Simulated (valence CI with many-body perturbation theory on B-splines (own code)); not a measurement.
Values are calculated unless marked as measured or tabulated.
Hyperfine factors and g values of Pd13+

Level of theory: relativistic CI+MBPT: five valence electrons over a frozen Dirac-Fock core [Ar] 3d10, a basis of 11 s, 11 p, 10 d, 8 f, 5 g, 2 h functions for each j, with the one-electron correlation potential Σ1 (screened to all orders), the two-electron term Σ2, the three-electron term Σ3, Breit, model QED; selected single and double excitations, second order for the rest, scaled by the run's own slope (own B-spline code, finite nucleus).

No measured levels were compared; by estimate levels hold to about 250 cm⁻¹ or 0.2 % of their energy and the worst to 1 %, as in measured heavy ions of charge 2 to 7; those with d or f electrons hold less well. Among the levels kept, up to 2300 cm⁻¹ of a level comes from second order outside the variational space, and about a tenth of that is noise between levels of different J, which matters for small intervals.

A/g_I is the dipole constant over the nuclear g factor μ/I (μ in nuclear magnetons, uniformly magnetised nucleus), B/Q the quadrupole constant per barn. Both hold the static response of the core; the bare values leave it out. Large factors of s and p1/2 electrons are usually good to 5 to 10 %; those of open d and f shells near neutrality can be off by tens of per cent, and small factors of p3/2, d and f electrons come from cancelling terms and can be off by a factor of two or in sign, in half-filled shells by more. B is blank for J = 1/2, where it vanishes, and for nearly pure S terms. Energies count from the lowest level.

Names give the largest LS component (configuration and term), which can be under half, so a name can repeat, a term be missing and a line seem to break the LS rules; names also repeat where a configuration has a term twice. Letters in brackets count levels of one name in rising energy.

| Level | E (eV) | g | A/g_I (MHz) | A/g_I bare | B/Q (MHz/b) | B/Q bare |
| --- | --- | --- | --- | --- | --- | --- |
| 4s²4p³ ⁴S°_3/2 | 0.000 | 1.724 | 3610 | 3160 | 4530 | 4220 |
| 4s²4p³ ²D°_3/2 | 4.980 | 1.160 | 2670 | 2510 | 8640 | 8060 |
| 4s²4p³ ²D°_5/2 | 6.814 | 1.199 | 12500 | 11700 | -52.4 | -43.9 |
| 4s²4p³ ²P°_1/2 | 9.840 | 0.665 | 37000 | 35000 |  |  |
| 4s²4p³ ²P°_3/2 | 14.050 | 1.249 | 6710 | 6270 | -13200 | -12300 |
| 4s4p⁴ ⁴P_5/2 | 37.846 | 1.568 | 29500 | 27800 | 9000 | 8410 |
| 4s4p⁴ ⁴P_3/2 | 41.311 | 1.657 | 18000 | 16900 | -9090 | -8480 |
| 4s4p⁴ ⁴P_1/2 | 42.010 | 2.573 | 75800 | 71300 |  |  |
| 4s4p⁴ ²D_3/2 | 46.688 | 0.936 | -3910 | -3670 | -13300 | -12400 |
| 4s4p⁴ ²D_5/2 | 48.113 | 1.231 | 33800 | 31900 | -20600 | -19200 |
| 4s4p⁴ ²S_1/2 | 52.654 | 1.539 | 46200 | 43600 |  |  |
| 4s4p⁴ ²P_3/2 | 53.595 | 1.265 | 1470 | 1340 | 5840 | 5450 |
| 4s²4p²4d ⁴F_3/2 | 57.959 | 0.565 | 3220 | 3210 | 1570 | 1410 |
| 4s4p⁴ ²P_1/2 | 58.905 | 1.170 | 71400 | 67500 |  |  |
| 4s²4p²4d ⁴F_5/2 | 59.513 | 1.129 | 1060 | 1050 | 4870 | 4470 |
| 4s²4p²4d ²F_5/2 | 61.706 | 0.949 | 9600 | 9070 | -4290 | -4020 |
| 4s²4p²4d ⁴F_7/2 | 62.240 | 1.250 | 2080 | 1950 | 4600 | 4210 |
| 4s²4p²4d ⁴D_1/2 | 62.703 | 0.095 | 17000 | 16300 |  |  |
| 4s²4p²4d ⁴D_3/2 | 62.909 | 1.081 | 6910 | 6540 | -6030 | -5610 |
| 4s²4p²4d ²F_7/2 [a] | 63.054 | 1.234 | 5190 | 4890 | 6160 | 5720 |
| 4s²4p²4d ⁴F_9/2 | 64.137 | 1.281 | 5770 | 5420 | -2240 | -2180 |
| 4s²4p²4d ⁴D_5/2 | 64.855 | 1.195 | 5890 | 5570 | -5190 | -4860 |
| 4s²4p²4d ²P_3/2 [a] | 66.740 | 1.260 | -3600 | -3410 | 266 | 224 |
| 4s²4p²4d ²G_7/2 | 67.876 | 1.121 | 6040 | 5710 | 9860 | 9150 |
| 4s²4p²4d ⁴P_5/2 | 69.574 | 1.507 | 1780 | 1630 | -50.1 | -42.7 |
| 4s²4p²4d ²F_7/2 [b] | 69.661 | 1.099 | 4660 | 4410 | 9120 | 8440 |
| 4s²4p²4d ⁴P_3/2 | 70.181 | 1.428 | 3810 | 3580 | -2490 | -2310 |
| 4s²4p²4d ⁴P_1/2 | 70.219 | 1.701 | 20700 | 19600 |  |  |
| 4s²4p²4d ²G_9/2 | 70.899 | 1.163 | 4440 | 4210 | 18600 | 17300 |
| 4s²4p²4d ²D_3/2 [a] | 71.725 | 1.005 | 6390 | 6060 | 4900 | 4550 |
| 4s²4p²4d ²P_1/2 [a] | 72.095 | 1.436 | -3270 | -3370 |  |  |
| 4s²4p²4d ²D_5/2 [a] | 73.743 | 1.178 | 4240 | 4000 | 2710 | 2500 |
| 4s²4p²4d ²D_3/2 [b] | 75.129 | 0.966 | 5550 | 5230 | -3180 | -2950 |
| 4s²4p²4d ²P_1/2 [b] | 75.416 | 0.936 | -8630 | -8060 |  |  |
| 4s²4p²4d ²D_5/2 [b] | 76.215 | 1.094 | 2720 | 2610 | 4370 | 4030 |
| 4s²4p²4d ²D_5/2 [c] | 76.841 | 1.162 | 3880 | 3710 | 12200 | 11300 |
| 4s²4p²4d ²F_7/2 [c] | 78.785 | 1.135 | 5850 | 5510 | -2310 | -2180 |
| 4s²4p²4d ²S_1/2 | 78.823 | 1.884 | 19800 | 18800 |  |  |
| 4s²4p²4d ²P_3/2 [b] | 79.060 | 1.256 | 2800 | 2670 | -3560 | -3310 |
| 4s²4p²4d ²D_3/2 [c] | 82.169 | 0.844 | 3610 | 3510 | 4070 | 3770 |

Q: Take the isotope of mass number 105, with I = 5/2, μ = -0.642 μN and Q = 0.66 b. What is the hyperfine structure of 4s4p⁴ ⁴P_1/2?

A: From the table A = -19500 MHz. Shifts from the centre of gravity in MHz: F = 2: 34100, F = 3: -24400.
